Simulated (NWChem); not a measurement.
System: MgSiH₃I; SMILES [Mg]([SiH3])[I]

The following NWChem deck was run.

```
start job
memory heap 200 mb stack 900 mb global 1100 mb
geometry units angstroms noautosym nocenter noautoz
  Mg     0.046051    -1.017824     0.000252
  I      0.366309     1.534298     0.001524
  Si    -0.274760    -3.565720    -0.001028
  H     -0.485847    -4.107074    -1.384665
  H     -1.462933    -3.986002     0.813406
  H      0.914492    -4.283447     0.567181
end
basis spherical
  * library def2-svp
end
ecp
  I library def2-ecp
end
dft
  xc hfexch
  iterations 150
end
tddft
  cis
  nroots 8
  notriplet
end
task tddft energy
```

NWChem printed, in part:

```
             Northwest Computational Chemistry Package (NWChem) 7.3.0
             --------------------------------------------------------

                             Geometry "geometry" -> ""
                             -------------------------

 Output coordinates in angstroms (scale by  1.889725989 to convert to a.u.)

  No.       Tag          Charge          X              Y              Z
 ---- ---------------- ---------- -------------- -------------- --------------
    1 Mg                  12.0000     0.04605100    -1.01782400     0.00025200
    2 I                   53.0000     0.36630900     1.53429800     0.00152400
    3 Si                  14.0000    -0.27476000    -3.56572000    -0.00102800
    4 H                    1.0000    -0.48584700    -4.10707400    -1.38466500
    5 H                    1.0000    -1.46293300    -3.98600200     0.81340600
    6 H                    1.0000     0.91449200    -4.28344700     0.56718100

 Effective nuclear repulsion energy (a.u.)     277.2134669475

 Summary of "ao basis" -> "ao basis" (spherical)
 ------------------------------------------------------------------------------
       Tag                 Description            Shells   Functions and Types
 ---------------- ------------------------------  ------  ---------------------
 Mg                         def2-svp                 8       18   4s3p1d
 I                          def2-svp                10       26   4s4p2d
 Si                         def2-svp                 8       18   4s3p1d
 H                          def2-svp                 3        5   2s1p

            General Information
            -------------------
          SCF calculation type: DFT
          Wavefunction type:  closed shell.
          No. of atoms     :     6
          No. of electrons :    54
           Alpha electrons :    27
            Beta electrons :    27
          Charge           :     0
          Spin multiplicity:     1
          Use of symmetry is: off; symmetry adaption is: off
          Maximum number of iterations: 150
          AO basis - number of functions:    77
                     number of shells:    35
          Convergence on energy requested:  1.00D-06
          Convergence on density requested:  1.00D-05
          Convergence on gradient requested:  5.00D-04

              XC Information
              --------------
                     Hartree-Fock (Exact) Exchange  1.000

      Superposition of Atomic Density Guess
      -------------------------------------

 Sum of atomic energies:        -836.89831194

      Non-variational initial energy
      ------------------------------

 Total energy =    -786.859053
 1-e energy   =   -1518.048127
 2-e energy   =     571.029468
 HOMO         =      -0.284208
 LUMO         =      -0.022293

   convergence    iter        energy       DeltaE   RMS-Dens  Diis-err
 ---------------- ----- ----------------- --------- --------- ---------
 d= 0,ls=0.0,diis     1   -786.8104458373 -9.47D+02  7.44D-03  1.20D-01
 d= 0,ls=0.0,diis     2   -786.8472623597 -3.68D-02  2.50D-03  1.77D-02
 d= 0,ls=0.0,diis     3   -786.8511696210 -3.91D-03  9.68D-04  1.51D-03
 d= 0,ls=0.0,diis     4   -786.8517968084 -6.27D-04  2.23D-04  4.97D-05
 d= 0,ls=0.0,diis     5   -786.8518232141 -2.64D-05  6.81D-05  3.11D-06
  Resetting Diis
 d= 0,ls=0.0,diis     6   -786.8518249396 -1.73D-06  1.76D-05  1.69D-07
 d= 0,ls=0.0,diis     7   -786.8518250253 -8.56D-08  2.62D-06  6.32D-09

         Total DFT energy =     -786.851825025264
      One electron energy =    -1519.689188404064
           Coulomb energy =      631.368884393441
    Exchange-Corr. energy =      -58.691127061429
 Nuclear repulsion energy =      160.159606046788

 Numeric. integr. density =        0.000000000000

                       DFT Final Molecular Orbital Analysis
                       ------------------------------------

 Vector   25  Occ=2.000000D+00  E=-3.639442D-01
              MO Center=  3.5D-01,  1.4D+00,  1.5D-03, r^2= 2.2D+00
   Bfn.  Coefficient  Atom+Function         Bfn.  Coefficient  Atom+Function
  ----- ------------  ---------------      ----- ------------  ---------------
    31      0.442490  2 I  pz                34      0.412918  2 I  pz
    29     -0.361494  2 I  px                32     -0.337334  2 I  px
    28     -0.182141  2 I  pz                25     -0.148860  2 I  pz
    26      0.148801  2 I  px                23      0.121611  2 I  px
    13      0.047585  1 Mg pz                15      0.046053  1 Mg d -1

[...]

                                NWChem TDDFT Module
                                -------------------

            General Information
            -------------------
           No. of orbitals :     154
            Alpha orbitals :      77
             Beta orbitals :      77
        Alpha frozen cores :       0
         Beta frozen cores :       0
     Alpha frozen virtuals :       0
      Beta frozen virtuals :       0
         Spin multiplicity :       1
    Number of AO functions :      77
        Use of symmetry is : off
      Symmetry adaption is : off
         Schwarz screening :  0.10D-07

              XC Information
              --------------
              Hartree-Fock (Exact) Exchange   1.00

             TDDFT Information
             -----------------
          Calculation type : CIS
         Wavefunction type : Restricted singlets
          No. of electrons :      54
           Alpha electrons :      27
            Beta electrons :      27
              No. of roots :       8
          Max subspacesize :    5600
            Max iterations :     100
               Target root :       1
           Target symmetry : none
      Symmetry restriction : off
                 Algorithm : Optimal
        Davidson threshold :  0.10D-03

    8 smallest eigenvalue differences (eV)
--------------------------------------------------------
  No. Spin  Occ  Vir  Irrep   E(Occ)    E(Vir)   E(Diff)
--------------------------------------------------------
    1    1   27   28 a        -0.355     0.036    10.621
    2    1   27   29 a        -0.355     0.043    10.824
    3    1   27   30 a        -0.355     0.043    10.824
    4    1   26   28 a        -0.364     0.036    10.874
    5    1   25   28 a        -0.364     0.036    10.874
    6    1   26   29 a        -0.364     0.043    11.077
    7    1   25   29 a        -0.364     0.043    11.077
    8    1   26   30 a        -0.364     0.043    11.077
--------------------------------------------------------

  Entering Davidson iterations
  Restricted singlet excited states

  Iter   NTrls   NConv    DeltaV     DeltaE      Time
  ----  ------  ------  ---------  ---------  ---------
    1      8       0     0.68E-01   0.10+100       11.7
    2     16       0     0.39E-01   0.15E-01       12.9
    3     24       0     0.28E-01   0.42E-02       12.5
    4     32       0     0.23E-01   0.12E-02       13.0
    5     40       1     0.89E-01   0.87E-02       10.8
    6     47       1     0.13E-01   0.85E-02       10.9
    7     54       4     0.24E-02   0.19E-03       11.0
    8     58       5     0.12E-02   0.87E-05       12.3
    9     61       5     0.31E-03   0.78E-06       12.5
   10     64       7     0.12E-03   0.70E-07       12.5
   11     65       8     0.76E-04   0.77E-08       11.0
  ----  ------  ------  ---------  ---------  ---------
  Convergence criterion met

  Ground state a        -786.851825025264 a.u.

  ----------------------------------------------------------------------------
  Root   1 singlet a              0.210965951 a.u.                5.7407 eV
  ----------------------------------------------------------------------------
     Transition Moments    X -0.38088   Y  0.04421   Z  0.48226
     Dipole Oscillator Strength                    0.0533881947
     Electric Quadrupole                           0.0000012079
     Magnetic Dipole                               0.0000021458
     Total Oscillator Strength                     0.0533915484

     Occ.   24  a   ---  Virt.   33  a        0.07959
     Occ.   25  a   ---  Virt.   28  a        0.31548
     Occ.   25  a   ---  Virt.   31  a       -0.10914
     Occ.   25  a   ---  Virt.   34  a        0.05058
     Occ.   27  a   ---  Virt.   29  a       -0.91944
     Occ.   27  a   ---  Virt.   33  a       -0.09618
     Occ.   27  a   ---  Virt.   43  a       -0.06464
  ----------------------------------------------------------------------------
  Root   2 singlet a              0.210989994 a.u.                5.7413 eV
  ----------------------------------------------------------------------------
     Transition Moments    X -0.47856   Y  0.05628   Z -0.38310
     Dipole Oscillator Strength                    0.0533033656
     Electric Quadrupole                           0.0000012135
     Magnetic Dipole                               0.0000021484
     Total Oscillator Strength                     0.0533067274

     Occ.   24  a   ---  Virt.   32  a       -0.07945
     Occ.   26  a   ---  Virt.   28  a       -0.31588
     Occ.   26  a   ---  Virt.   31  a        0.10927
     Occ.   26  a   ---  Virt.   34  a       -0.05035
     Occ.   27  a   ---  Virt.   30  a        0.91929
     Occ.   27  a   ---  Virt.   32  a        0.09604
     Occ.   27  a   ---  Virt.   42  a        0.06468
  ----------------------------------------------------------------------------
  Root   3 singlet a              0.225647343 a.u.                6.1402 eV
  ----------------------------------------------------------------------------
     Transition Moments    X  0.27242   Y  2.12385   Z  0.00091
     Dipole Oscillator Strength                    0.6897229975
     Electric Quadrupole                           0.0000046978
     Magnetic Dipole                               0.0000000434
     Total Oscillator Strength                     0.6897277387

[...]
```

Level: Hartree-Fock/def2-SVP with def2 effective core potentials on I, CIS. Coordinates come from a PBE0/def2-SVP optimisation. def2 effective core potentials on I; no spin-orbit coupling.
